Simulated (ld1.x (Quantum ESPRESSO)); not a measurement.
# Logarithmic derivatives: silicon (Si), ultrasoft

Si, ultrasoft, made with ld1.x (Quantum ESPRESSO) 7.5 (PBE, scalar-relativistic). Core [Ne], reference 3s1.75 3p2.25. Waves: 3s (bound): rcut 1.85, rcutus 2.00 bohr; 3s channel at 0.55 Ry: rcut 1.85, rcutus 2.00 bohr; 3p (bound): rcut 2.00, rcutus 2.20 bohr; 3p channel at 4.85 Ry: rcut 2.00, rcutus 2.20 bohr. Local part: all-electron potential smoothed inside 2.00 bohr (lloc = -1). Core correction: a·sin(br)/r model core, default radius (core density twice the valence density). Augmentation charge: PSQ, radius 1.55 bohr.

The phase is arctan(r·u′/u) with u = r·R(r), unwrapped; energies in Ry, scanned from -3 to 5 Ry. A pole is an energy at which the radial function vanishes at the test radius. The pseudo phase is shifted by a multiple of π to meet the all-electron one at the reference energy, and phase errors are pseudo minus all-electron; the curves can meet again beyond the range given. Levels narrower than the energy grid can be missing from the lists of poles.

Question: For each channel, where are the poles, and over which energies does the pseudopotential scatter like the atom?

Answer:

```tsv
channel	radius (bohr)	reference energy (Ry)	poles, all-electron	poles, pseudo	unbroken range about the reference energy with phases within 0.05 rad	phase error 1 Ry above the reference energy (rad)
s	2.41	-0.81	0.52	0.52	below 3.7	+0.000
p	2.41	-0.31	1.42	1.42	the whole range	-0.001
```

Phases in the s channel:

| E (Ry) | all-electron | pseudo |
| --- | --- | --- |
| -3.00 | 1.249 | 1.249 |
| -2.76 | 1.221 | 1.221 |
| -2.52 | 1.186 | 1.186 |
| -2.28 | 1.139 | 1.139 |
| -2.04 | 1.073 | 1.072 |
| -1.80 | 0.971 | 0.971 |
| -1.56 | 0.798 | 0.798 |
| -1.32 | 0.473 | 0.473 |
| -1.08 | -0.115 | -0.115 |
| -0.84 | -0.741 | -0.741 |
| -0.60 | -1.106 | -1.106 |
| -0.36 | -1.298 | -1.298 |
| -0.12 | -1.412 | -1.412 |
| 0.12 | -1.487 | -1.487 |
| 0.36 | -1.541 | -1.541 |
| 0.60 | -1.584 | -1.584 |
| 0.84 | -1.620 | -1.620 |
| 1.08 | -1.651 | -1.651 |
| 1.32 | -1.681 | -1.681 |
| 1.56 | -1.710 | -1.710 |
| 1.80 | -1.740 | -1.740 |
| 2.04 | -1.772 | -1.772 |
| 2.28 | -1.808 | -1.808 |
| 2.52 | -1.850 | -1.851 |
| 2.76 | -1.901 | -1.905 |
| 3.00 | -1.969 | -1.975 |
| 3.24 | -2.061 | -2.074 |
| 3.48 | -2.198 | -2.223 |
| 3.72 | -2.411 | -2.465 |
| 3.96 | -2.756 | -2.864 |
| 4.20 | -3.234 | -3.390 |
| 4.44 | -3.689 | -3.831 |
| 4.68 | -3.998 | -4.105 |
| 4.92 | -4.188 | -4.271 |
